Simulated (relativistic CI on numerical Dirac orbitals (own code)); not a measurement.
Nd²²⁺: computed level list

Computed by Dirac-Coulomb-Breit CI, separate exchange-only KLI orbitals for each configuration, QED by a radiative potential, unscaled Slater integrals (own radial code, finite nucleus).

CI space (outside the closed core [Ar] 3d10): 4s2 4p6 4d2, 4s2 4p5 4d3, 4s2 4p6 4d 4f, 4s 4p6 4d3, 4s2 4p5 4d2 4f, 4s 4p6 4d2 4f, 4s2 4p6 4d 5s, 4s2 4p6 4d 5p, 4s2 4p6 4f 5s, 4s2 4p6 4d 5d, 4s2 4p5 4d2 5s, 4s2 4p6 5s 5p, 4s2 4p6 4d 5f, 4s2 4p6 4d 5g, 4s2 4p6 4d 6s, 4s 4p6 4d2 5s, 4s2 4p6 4d 6d, 4s2 4p6 4d 6g, 4s2 4p6 4f2, 4s2 4p5 4f3, 4s 4p6 4f3, 4p6 4d4, 4p5 4d5, 4p5 4d4 4f, 4s2 4p6 4f 5p, 4s2 4p5 4f2 5p, 4s 4p6 4f2 5p, 4s2 4p6 5s2, 4s2 4p5 4f 5s2, 4s 4p6 4f 5s2, 4s2 4p6 5p2, 4s2 4p5 4f 5p2, 4s 4p6 4f 5p2, 4p6 4d3 5s, 4p5 4d4 5s, 4p5 4d3 4f 5s, 4s 4p6 4d 5s2, 4s 4p5 4d 4f 5s2, 4p6 4d 4f 5s2. Double excitations out of closed p, d and f shells are left out; levels of such configurations are missing from the list, as are those of other unlisted configurations, and high levels can miss mixing partners. These lack a partner that the ground configuration has and come out too high: 4s2 4p5 4d2 5s, 4s 4p6 4d2 5s.

The lowest level is 4s2 4p6 4d2 3F_2, with 84 % of that term; Hund's rules for 4s2 4p6 4d2 give 3F with J = 2, in agreement.

| No. | Configuration | Term | J | E (cm⁻¹) | % | Landé g |
| --- | --- | --- | --- | --- | --- | --- |
| 1 | 4s2 4p6 4d2 | 3F | 2 | 0 | 84 | 0.722 |
| 2 | 4s2 4p6 4d2 | 3F | 3 | 37587 | 99 | 1.081 |
| 3 | 4s2 4p6 4d2 | 3P | 0 | 42474 | 87 |  |
| 4 | 4s2 4p6 4d2 | 3F | 4 | 61011 | 69 | 1.171 |
| 5 | 4s2 4p6 4d2 | 3P | 2 | 61139 | 47 | 1.198 |
| 6 | 4s2 4p6 4d2 | 3P | 1 | 67131 | 99 | 1.499 |
| 7 | 4s2 4p6 4d2 | 1G | 4 | 99208 | 68 | 1.075 |
| 8 | 4s2 4p6 4d2 | 3P | 2 | 108836 | 50 | 1.240 |
| 9 | 4s2 4p6 4d2 | 1S | 0 | 175598 | 87 |  |
| 10 | 4p5 4d3(4F) | 5F° | 2 | 837189 | 36 | 1.161 |
| 11 | 4p5 4d3(4F) | 5D° | 1 | 840795 | 50 | 0.978 |
| 12 | 4p5 4d3(4F) | 5D° | 0 | 850001 | 89 |  |
| 13 | 4p5 4d3(4F) | 5F° | 3 | 852193 | 49 | 1.256 |
| 14 | 4p5 4d3(4P) | 5S° | 2 | 865888 | 59 | 1.818 |
| 15 | 4p5 4d3(4F) | 5F° | 4 | 867217 | 48 | 1.302 |
| 16 | 4p5 4d3(4P) | 5D° | 3 | 875123 | 30 | 1.211 |
| 17 | 4p5 4d3(2G) | 3F° | 2 | 881714 | 39 | 1.045 |
| 18 | 4p5 4d3(4F) | 5G° | 5 | 884276 | 44 | 1.281 |
| 19 | 4p5 4d3(4F) | 5D° | 1 | 885829 | 37 | 0.792 |
| 20 | 4p5 4d3(4P) | 5D° | 4 | 890130 | 48 | 1.324 |
| 21 | 4p5 4d3(2H) | 3G° | 3 | 895525 | 47 | 0.962 |
| 22 | 4p5 4d3(4F) | 5G° | 6 | 898902 | 54 | 1.240 |
| 23 | 4p5 4d3(4F) | 3G° | 4 | 909622 | 42 | 1.103 |
| 24 | 4p5 4d3(2D) | 3P° | 0 | 916304 | 61 |  |
| 25 | 4p5 4d3(2P) | 3P° | 2 | 916894 | 30 | 1.288 |
| 26 | 4p5 4d3(2P) | 3D° | 3 | 918773 | 25 | 1.202 |
| 27 | 4p5 4d3(2P) | 3P° | 1 | 922052 | 40 | 1.498 |
| 28 | 4s2 4p5 4d3 | 3D° | 2 | 924940 | 29 | 1.116 |
| 29 | 4p5 4d3(4F) | 5F° | 5 | 928504 | 37 | 1.220 |
| 30 | 4p5 4d3(2G) | 3G° | 4 | 928937 | 35 | 1.036 |
| 31 | 4p5 4d3(2G) | 3G° | 5 | 931607 | 41 | 1.178 |
| 32 | 4p5 4d3(4P) | 5D° | 4 | 933088 | 38 | 1.276 |
| 33 | 4p5 4d3(4F) | 5G° | 6 | 936509 | 35 | 1.147 |
| 34 | 4p5 4d3(2P) | 3D° | 2 | 939077 | 39 | 1.187 |
| 35 | 4p5 4d3(4F) | 3D° | 3 | 941503 | 30 | 1.159 |
| 36 | 4p5 4d3(2H) | 3G° | 3 | 946766 | 35 | 1.007 |
| 37 | 4p5 4d3(2D) | 3D° | 3 | 950729 | 34 | 1.098 |
| 38 | 4p5 4d3(2D) | 3P° | 1 | 953870 | 60 | 1.567 |
| 39 | 4p5 4d3(2H) | 3I° | 7 | 954748 | 100 | 1.141 |
| 40 | 4p5 4d3(2G) | 3H° | 5 | 954973 | 44 | 1.056 |
| 41 | 4p5 4d3(2F) | 3F° | 4 | 959853 | 37 | 1.107 |
| 42 | 4p5 4d3(2D) | 3F° | 4 | 961760 | 59 | 1.170 |
| 43 | 4p5 4d3(4P) | 3P° | 2 | 961813 | 21 | 1.242 |
| 44 | 4p5 4d3(4P) | 5P° | 3 | 969725 | 57 | 1.499 |
| 45 | 4p5 4d3(4F) | 5G° | 2 | 970690 | 22 | 0.939 |
| 46 | 4p5 4d3(2D) | 3P° | 0 | 973272 | 76 |  |
| 47 | 4p5 4d3(4F) | 5F° | 1 | 974112 | 25 | 0.749 |
| 48 | 4p5 4d3(2F) | 3G° | 5 | 974400 | 55 | 1.122 |
| 49 | 4p5 4d3(2F) | 3F° | 3 | 980575 | 54 | 1.066 |
| 50 | 4p5 4d3(2F) | 3D° | 1 | 982975 | 72 | 0.701 |
| 51 | 4p5 4d3(2G) | 3H° | 6 | 983824 | 65 | 1.141 |
| 52 | 4p5 4d3(2H) | 3H° | 6 | 990249 | 54 | 1.096 |
| 53 | 4p5 4d3(2F) | 1G° | 4 | 990893 | 28 | 1.095 |
| 54 | 4p5 4d3(2P) | 3D° | 3 | 992974 | 32 | 1.134 |
| 55 | 4p5 4d3(2F) | 1D° | 2 | 993760 | 46 | 1.022 |
| 56 | 4p5 4d3(2D) | 3F° | 4 | 1001859 | 42 | 1.132 |
| 57 | 4p5 4d3(4P) | 3D° | 1 | 1003710 | 36 | 1.208 |
| 58 | 4p5 4d3(2G) | 3G° | 5 | 1005044 | 38 | 1.098 |
| 59 | 4p5 4d3(2P) | 3P° | 2 | 1009767 | 26 | 1.135 |
| 60 | 4p5 4d3(2D) | 3P° | 0 | 1014245 | 70 |  |
| 61 | 4p5 4d3(2D) | 1D° | 2 | 1019213 | 29 | 1.124 |
| 62 | 4s2 4p5 4d3 | 3F° | 3 | 1021735 | 25 | 1.128 |
| 63 | 4p5 4d3(2D) | 3P° | 1 | 1029515 | 64 | 1.326 |
| 64 | 4p5 4d3(2D) | 3F° | 3 | 1029912 | 32 | 1.056 |
| 65 | 4p5 4d3(2F) | 3F° | 4 | 1030955 | 32 | 1.136 |
| 66 | 4s2 4p5 4d3 | 3D° | 2 | 1031954 | 24 | 0.975 |
| 67 | 4p5 4d3(2F) | 3G° | 5 | 1034161 | 48 | 1.089 |
| 68 | 4p5 4d3(2D) | 3P° | 1 | 1036915 | 26 | 1.409 |
| 69 | 4p5 4d3(2D) | 3P° | 2 | 1045426 | 27 | 1.250 |
| 70 | 4p5 4d3(2D) | 3P° | 0 | 1054426 | 45 |  |

Energies count from the lowest computed level; ° marks odd parity. Percentages are summed over parent terms; the parents shown are those of the largest component, closed shells are left out there.

The mean weight of the leading LS term, summed over parents, in these 70 levels is 48 %, and that of the leading jj configuration (from the same eigenvectors) 65 %, so jj coupling describes them better and the LS labels are nominal.

At this charge energies of transitions that change n are usually good to better than 1 %, and those within a shell (Δn = 0) to a few per cent. Terms inside the open d or f shell come out 10 to 20 % too wide with unscaled integrals.

LS names give the leading component of a level, which can be under half, so a name can repeat, a term be missing and a line seem to break the LS rules.
